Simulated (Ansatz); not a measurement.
ClFGe (`[F][Ge][Cl]`). Total charge 0; spin multiplicity 1.

```tsv
atom	x (Å)	y (Å)	z (Å)
F1	-0.452	1.372	-0.215
Ge2	-0.451	-0.100	0.729
Cl3	0.903	-1.272	-0.513
```

Q: List the harmonic frequencies (cm⁻¹, unscaled) at PBE0-D4/def2-TZVP in Ansatz. (Best estimate.)

A: The calculation gave: 207, 403, 675.

Q: Is this a minimum?

A: Yes, all 3 modes are real.

Q: Give the ideal-gas thermochemistry at 298.15 K and 1 bar (rigid rotor, harmonic oscillator; point group Cs, symmetry number 1).

A: Zero-point energy 7.7 kJ/mol; H(298) − E = 20.2 kJ/mol; entropy 289.1 J/(mol·K), of which translation 169.3, rotation 105.8, vibration 14.0; G(298) − E = -66.0 kJ/mol.

Q: And at 400, 500, 600, 800 and 1000 K?

A: 
| T (K) | H − E (kJ/mol) | S (J/mol/K) | G − E (kJ/mol) |
| --- | --- | --- | --- |
| 400 | 25.5 | 304.4 | -96.3 |
| 500 | 30.9 | 316.5 | -127.4 |
| 600 | 36.5 | 326.6 | -159.5 |
| 800 | 47.7 | 342.8 | -226.5 |
| 1000 | 59.1 | 355.6 | -296.4 |

Q: Rotational constants (cm⁻¹)?

A: 0.4211, 0.1234, 0.09542.
